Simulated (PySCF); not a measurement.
Calculation: ωB97X-D3(BJ)/def2-TZVP (PySCF). Gas-phase values, no solvent. 

Reference species (SMILES): `F[Si](=[SiH2])[SiH3]` (neutral, multiplicity 1).

- LUMO: -0.07 eV
- HOMO–LUMO gap: 8.00 eV

Changed species: `F/[SiH]=[SiH]\[SiH3]`.

Problem. Give the shifts of the LUMO and HOMO–LUMO gap.

Solution. the LUMO decreases by 0.20 eV, to -0.27 eV; the HOMO–LUMO gap decreases by 0.04 eV, to 7.96 eV.
